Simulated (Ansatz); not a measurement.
Born–Oppenheimer molecular dynamics of HZn (2 atoms, charge 0, multiplicity 2). It starts from a relaxed structure.

Method: UHF/def2-TZVP in Ansatz.

```yaml
ensemble: NVT, Langevin thermostat
time_step: 0.5 fs
steps_asked: 250
set_temperature: 3000 K
friction: 0.01 /fs
temperature_schedule: 62 steps to 3000 K, then 188 steps to 10 K
seed: 148745
```

First frame:

```xyz
2
Properties=species:S:1:pos:R:3
Zn 0.710 -0.281 0.350
H -0.680 0.221 -0.346
```

Problem. What does the run give?

Solution. All steps were run.

* steps done: 250
* time covered: 125 fs
* mean temperature over the second half: 1656 K
* spread of the potential energy over the second half: 24.8 meV per atom
* mean potential energy of the second half above the start: 23.8 meV per atom

The schedule's set-point averaged 1004 K over the second half and the system 1656 K, so it lags behind the ramp. A run of 0.12 ps of so small a system gives no equilibrium averages.

Problem. What happens to the structure?

Solution. The same pairs are bonded in the first frame and the last. Pairs count as bonded within 1.25 times the sum of covalent radii (0.12 Å more for H–H). The details hang on the random start.

Problem. How do temperature and energy run in time?

Solution. 
```json
{"time (fs)": "0", "T (K)": "1500", "potential energy less start (eV)": "0.000"}
{"time (fs)": "10", "T (K)": "1412", "potential energy less start (eV)": "0.008"}
{"time (fs)": "20", "T (K)": "417", "potential energy less start (eV)": "0.253"}
{"time (fs)": "30", "T (K)": "1287", "potential energy less start (eV)": "0.205"}
{"time (fs)": "40", "T (K)": "764", "potential energy less start (eV)": "0.368"}
{"time (fs)": "50", "T (K)": "1000", "potential energy less start (eV)": "0.005"}
{"time (fs)": "60", "T (K)": "658", "potential energy less start (eV)": "0.087"}
{"time (fs)": "70", "T (K)": "1178", "potential energy less start (eV)": "0.032"}
{"time (fs)": "80", "T (K)": "1639", "potential energy less start (eV)": "0.002"}
{"time (fs)": "90", "T (K)": "2002", "potential energy less start (eV)": "0.088"}
{"time (fs)": "100", "T (K)": "1816", "potential energy less start (eV)": "0.019"}
{"time (fs)": "110", "T (K)": "1660", "potential energy less start (eV)": "0.068"}
{"time (fs)": "120", "T (K)": "2349", "potential energy less start (eV)": "0.005"}
```

Time of the run: 110 s on 1 thread of Arm Neoverse V2, with other jobs on the host, peak memory 0.09 GiB.
